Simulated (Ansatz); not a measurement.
`[NH2][SnH]([OH])[Cl]` + CH₄ → `[CH3][SnH]([NH2])[Cl]` + H₂O  (formal exchange of groups at the Sn–O bond)

Computed with Ansatz on PBE0-D4/def2-TZVP structures; ΔE is electronic, products minus reactants. CCSD(T)/CBS adds triple-zeta CCSD(T) − MP2 to the extrapolated MP2 energy (def2 sets, frozen cores). This one scheme is used for every species. Elements past krypton have def2 core potentials. For Sn outer-core shells are correlated without core-valence functions, which leaves a few kJ/mol of doubt a bond. One conformer a species, not always the lowest.

`[NH2][SnH]([OH])[Cl]`:

```xyz
8

N     0.404   -0.848   -1.285
Sn   -0.367   -0.141    0.416
O    -0.866    1.690   -0.024
Cl    1.196    0.088    2.147
H     0.796   -1.778   -1.221
H     1.097   -0.233   -1.693
H    -1.649   -1.087    0.995
H    -0.611    2.310    0.664
```

CH₄:

```xyz
5

C     0.000    0.000    0.000
H     0.356    0.299   -0.986
H    -0.780   -0.753   -0.108
H    -0.404    0.869    0.519
H     0.828   -0.414    0.575
```

`[CH3][SnH]([NH2])[Cl]`:

```xyz
10

C     0.096    0.901   -1.319
Sn    0.352    0.152    0.651
N    -0.762   -1.490    0.939
Cl    2.589   -0.543    0.760
H     0.846    1.666   -1.517
H     0.229    0.082   -2.027
H    -0.901    1.327   -1.437
H     0.176    1.232    1.959
H    -1.365   -1.767    0.178
H    -1.260   -1.560    1.813
```

H₂O:

```xyz
3

O    -0.003   -0.184    0.343
H    -0.729   -0.095   -0.277
H     0.732    0.279   -0.065
```

```csv
species,HF/def2-TZVPP energy (Eh)
`[NH2][SnH]([OH])[Cl]`,-804.63758
CH₄,-40.21433
`[CH3][SnH]([NH2])[Cl]`,-768.76857
H₂O,-76.06237
```

(1) Work out ΔE.

Largest T1 diagnostic among the species: 0.013.

Answers

(1) ΔE = (-768.76857) + (-76.06237) − (-804.63758) − (-40.21433) = 0.02097 Eh = +55.1 kJ/mol. CCSD(T)/CBS gives +42.7 kJ/mol.

The D4 term adds −3.4 kJ/mol with B3LYP and −2.0 kJ/mol with PBE0; it sums over pairs of atoms, weighted by their polarisabilities, and B3LYP, whose exchange is more repulsive, gets the larger term. Leaving LDA and LC-ωPBE aside and taking each functional with its dispersion term where it has one, the values, not all of them listed here, spread over 17.0 kJ/mol, from PBE-QIDH to B97M-V. LDA lies −6.9 kJ/mol from PBE without D4.

B3LYP here is the variant with VWN-RPA as its local correlation; programs differ in this.
